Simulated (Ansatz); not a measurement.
Basis sets compared for the cluster CaF₂⁻. Charge -1, multiplicity 2. Geometry PBE0-D4/def2-TZVPD. Ansatz on 4 threads of Arm Neoverse V2 on a shared host; times are rough, and most runs start from earlier orbitals.

```xyz
3

Ca   -0.357    0.540    0.222
F     0.309    0.475   -1.713
F     0.048   -1.016    1.491
```

The 6-31G sets use Cartesian d functions. B3LYP takes the VWN-RPA correlation. At HF/STO-3G, PBE-D4/def2-SVPD, PBE-D4/def2-TZVPD, B3LYP-D4/6-31G and others the highest occupied level of the charge -1 doublet lies above zero (up to 2.89 eV). In Hartree–Fock with STO-3G the lack of diffuse functions raises the level. By energy differences its removal costs 0.88 eV (vertical, to the charge 0 singlet, at PBE-D4/def2-TZVPD); a positive level beside a positive removal energy at the same level points to self-interaction error. The structure comes from a short search, and lower isomers may exist.

```
            level  functions  energy (Eh)  HOMO (eV)  LUMO (eV)  wall time
        HF/STO-3G         23    -865.7775       2.89      11.27      0.1 s
         HF/6-31G         47    -875.7252      -0.57       4.25      0.2 s
 PBE-D4/def2-SVPD         73    -876.8353       0.98       2.01      0.7 s
   B3LYP-D4/6-31G         47    -877.3919       0.91       2.35      0.6 s
PBE0-D4/def2-SVPD         73    -876.8716       0.46       2.59     0.85 s
```

Question: Estimate the rows for PBE-D4/def2-TZVPD, B3LYP-D4/def2-TZVPD, PBE0-D4/def2-TZVPD.

Answer: 
| level | functions | energy (Eh) | HOMO (eV) | LUMO (eV) | wall time |
| --- | --- | --- | --- | --- | --- |
| PBE-D4/def2-TZVPD | 116 | -877.1444 | 1.09 | 2.11 | 1 s |
| B3LYP-D4/def2-TZVPD | 116 | -877.5753 | 0.70 | 2.33 | 1.1 s |
| PBE0-D4/def2-TZVPD | 116 | -877.1798 | 0.55 | 2.72 | 1.2 s |
